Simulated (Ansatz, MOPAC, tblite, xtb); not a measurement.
Potential energy surface of H3Ga, singlet: umbrella (inversion) coordinate, bond length relaxed. Scanned: angle between the Ga-H bonds and the threefold axis (90 = planar). Other coordinates (Ga-H bond length) were minimised at B3LYP/def2-TZVP.

- PM3, restricted, heats of formation (MOPAC)
- GFN2-xTB, 300 K electronic temperature (tblite)
- GFN1-xTB (xtb)
- FCI/cc-pVDZ = full CI/cc-pVDZ, cores with 3d frozen (Ansatz, a first-principles code)

Energies relative to the lowest point of each profile, in kcal/mol; the last columns give the difference from FCI:

```tsv
a / °	PM3	GFN2-xTB	GFN1-xTB	FCI/cc-pVDZ	PM3 − FCI/cc-pVDZ	GFN2-xTB − FCI/cc-pVDZ	GFN1-xTB − FCI/cc-pVDZ
90	0.0	0.0	0.0	0.0	0.0	0.0	0.0
93.75	0.4	0.3	0.5	0.7	-0.3	-0.4	-0.2
95.41	0.8	0.6	1.0	1.4	-0.6	-0.7	-0.4
99.16	2.3	1.9	2.8	4.0	-1.7	-2.1	-1.2
101.55	3.6	3.0	4.5	6.4	-2.8	-3.3	-1.8
104.34	5.5	4.7	7.0	9.8	-4.3	-5.1	-2.8
107.87	8.5	7.5	11.1	15.2	-6.7	-7.7	-4.1
110.73	11.4	10.3	15.2	20.5	-9.1	-10.1	-5.3
114.65	16.0	15.2	21.9	29.0	-13.0	-13.8	-7.1
117.53	19.7	19.7	27.9	36.2	-16.5	-16.5	-8.3
120.11	23.3	24.4	34.1	43.4	-20.1	-19.0	-9.4
123.55	28.4	32.1	43.7	54.2	-25.8	-22.1	-10.5
125.95	32.0	38.5	51.4	62.5	-30.4	-24.0	-11.1
128.91	36.4	47.8	62.3	73.6	-37.2	-25.8	-11.3
132	40.7	59.8	75.6	86.4	-45.7	-26.6	-10.8
```

PM3 is furthest from FCI/cc-pVDZ at 132 (-45.7 kcal/mol, below); its mean absolute difference over the points is 14.3 kcal/mol.

GFN2-xTB is furthest from FCI/cc-pVDZ at 132 (-26.6 kcal/mol, below); its mean absolute difference over the points is 11.8 kcal/mol.

GFN1-xTB is furthest from FCI/cc-pVDZ at 128.91 (-11.3 kcal/mol, below); its mean absolute difference over the points is 5.6 kcal/mol.
